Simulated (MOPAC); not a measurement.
Input for MOPAC: AM1 on CH4OSi (SMILES C[Si]O), a point of a torsion scan.

```
AM1 1SCF PRECISE CHARGE=0 THREADS=1
CH4OSi

C      0.86320310 1    -0.06712171 1     0.02748961 1
Si    -0.55343321 1     1.22233107 1    -0.15707984 1
O     -1.89697109 1     0.33620344 1     0.08276090 1
H      0.62053493 1    -1.02814442 1    -0.43360275 1
H      1.78937901 1     0.28508420 1    -0.42187955 1
H      1.07640689 1    -0.25710439 1     1.08127253 1
H     -1.94200664 1    -0.60456028 1     0.26961275 1
```

The log:

```
*******************************************************************************
 **                                                                           **
 **                              MOPAC v23.2.5                                **
 **                                                                           **
 *******************************************************************************
 ** MOPAC's Digital Object Identifier: https://doi.org/10.5281/zenodo.6511958 **
 **                                                                           **
 ** Please cite the open-source release paper for use of this MOPAC version:  **
 ** J. E. Moussa and J. J. P. Stewart (2026)                                  **
 ** MOPAC: An open-source semiempirical molecular orbital program             **
 ** J. Open Source Softw., 11(119), 8025, https://doi.org/10.21105/joss.08025 **
 *******************************************************************************

                              AM1 CALCULATION RESULTS

 *******************************************************************************
 *  AM1        - The AM1 Hamiltonian to be used
 *
 *
 *
 *                 CHARGE ON SYSTEM = 0
 *
 *
 *
 *  PRECISE    - TIGHTER CRITERIA TO BE USED
 *  1SCF       - DO 1 SCF AND THEN STOP
 *  THREADS=1  - MULTI-THREADING NOT USED
 *  T=         - A TIME OF 172800.0 SECONDS REQUESTED
 *  DUMP=N     - RESTART FILE WRITTEN EVERY 7200.0 SECONDS REQUESTED
 *******************************************************************************
AM1 1SCF PRECISE CHARGE=0 THREADS=1
 CH4OSi

   ATOM   CHEMICAL          X               Y               Z
  NUMBER   SYMBOL      (ANGSTROMS)     (ANGSTROMS)     (ANGSTROMS)

     1       C          0.86320310  *  -0.06712171  *   0.02748961  *
     2      Si         -0.55343321  *   1.22233107  *  -0.15707984  *
     3       O         -1.89697109  *   0.33620344  *   0.08276090  *
     4       H          0.62053493  *  -1.02814442  *  -0.43360275  *
     5       H          1.78937901  *   0.28508420  *  -0.42187955  *
     6       H          1.07640689  *  -0.25710439  *   1.08127253  *
     7       H         -1.94200664  *  -0.60456028  *   0.26961275  *



          CARTESIAN COORDINATES

    NO.       ATOM           X           Y           Z

     1         C          0.8632     -0.0671      0.0275
     2        Si         -0.5534      1.2223     -0.1571
     3         O         -1.8970      0.3362      0.0828
     4         H          0.6205     -1.0281     -0.4336
     5         H          1.7894      0.2851     -0.4219
     6         H          1.0764     -0.2571      1.0813
     7         H         -1.9420     -0.6046      0.2696

  H: (AM1): M.J.S. DEWAR ET AL, J. AM. CHEM. SOC. 107 3902-3909 (1985)
  C: (AM1): M.J.S. DEWAR ET AL, J. AM. CHEM. SOC. 107 3902-3909 (1985)
  O: (AM1): M.J.S. DEWAR ET AL, J. AM. CHEM. SOC. 107 3902-3909 (1985)
 Si: (AM1): M.J.S.DEWAR, C. JIE, ORGANOMETALLICS, 6, 1486-1490 (1987).

           Empirical Formula: C H4 O Si  =     7 atoms



      MOLECULAR POINT GROUP   :   C1


      RHF CALCULATION, NO. OF DOUBLY OCCUPIED LEVELS = 9


 -------------------------------------------------------------------------------
 AM1 1SCF PRECISE CHARGE=0 THREADS=1
 CH4OSi



     1SCF WAS SPECIFIED, SO BFGS WAS NOT USED
     SCF FIELD WAS ACHIEVED


                              AM1 CALCULATION
                                                       MOPAC v23.2.5 Linux




          FINAL HEAT OF FORMATION =        -35.95248 KCAL/MOL =    -150.42518 KJ/MOL


          COSMO AREA              =        101.78 SQUARE ANGSTROMS
          COSMO VOLUME            =         89.77 CUBIC ANGSTROMS

          IONIZATION POTENTIAL    =          7.632002 EV
          HOMO LUMO ENERGIES (EV) =         -7.632 -0.244
          NO. OF FILLED LEVELS    =          9
          MOLECULAR WEIGHT        =         60.1275         POINT GROUP:  C1

          MOLECULAR DIMENSIONS (Angstroms)

            Atom       Atom       Distance
            H     7    H     5     3.89780
           Si     2    H     4     2.46672
            H     6   Si     2     1.55543


          SCF CALCULATIONS        =          1





   ATOM   CHEMICAL          X               Y               Z
  NUMBER   SYMBOL      (ANGSTROMS)     (ANGSTROMS)     (ANGSTROMS)

     1       C          0.86320310  *  -0.06712171  *   0.02748961  *
     2      Si         -0.55343321  *   1.22233107  *  -0.15707984  *
     3       O         -1.89697109  *   0.33620344  *   0.08276090  *
     4       H          0.62053493  *  -1.02814442  *  -0.43360275  *
     5       H          1.78937901  *   0.28508420  *  -0.42187955  *
     6       H          1.07640689  *  -0.25710439  *   1.08127253  *
     7       H         -1.94200664  *  -0.60456028  *   0.26961275  *

                             CARTESIAN COORDINATES

   1    C        0.863203100    -0.067121710     0.027489610
   2   Si       -0.553433210     1.222331070    -0.157079840
   3    O       -1.896971090     0.336203440     0.082760900
   4    H        0.620534930    -1.028144420    -0.433602750
   5    H        1.789379010     0.285084200    -0.421879550
   6    H        1.076406890    -0.257104390     1.081272530
   7    H       -1.942006640    -0.604560280     0.269612750


           Empirical Formula: C H4 O Si  =     7 atoms



      MOLECULAR POINT GROUP   :   C1


                  EIGENVALUES
 -36.54417 -28.61920 -18.88291 -14.77540 -14.03672 -13.46835 -13.13472 -11.40835
  -7.63200  -0.24425   1.46911   2.57818   4.49651   4.59673   5.44150   5.63127


              NET ATOMIC CHARGES AND DIPOLE CONTRIBUTIONS

  ATOM NO.   TYPE          CHARGE      No. of ELECS.   s-Pop       p-Pop
    1          C          -0.635715        4.6357     1.28484     3.35088
    2         Si           0.756432        3.2436     1.45607     1.78750
    3          O          -0.605267        6.6053     1.81543     4.78983
    4          H           0.071793        0.9282     0.92821
    5          H           0.094313        0.9057     0.90569
    6          H           0.082299        0.9177     0.91770
    7          H           0.236145        0.7639     0.76385
 DIPOLE           X         Y         Z       TOTAL
 POINT-CHG.     0.116     2.656    -0.503     2.705
 HYBRID         0.335    -4.739     0.920     4.839
 SUM            0.450    -2.083     0.417     2.172


          ATOMIC ORBITAL ELECTRON POPULATIONS

     Atom    s        px        py        pz
    1  C   1.28484   1.18832   1.12656   1.03600
    2 Si   1.45607   0.44195   1.08024   0.26531
    3  O   1.81543   1.71363   1.30183   1.77437
    4  H   0.92821
    5  H   0.90569
    6  H   0.91770
    7  H   0.76385

 **********************
 *                    *
 * JOB ENDED NORMALLY *
 *                    *
 **********************




 == MOPAC DONE ==
```

The run finished.

Cost: roughly 0.020 core-seconds.
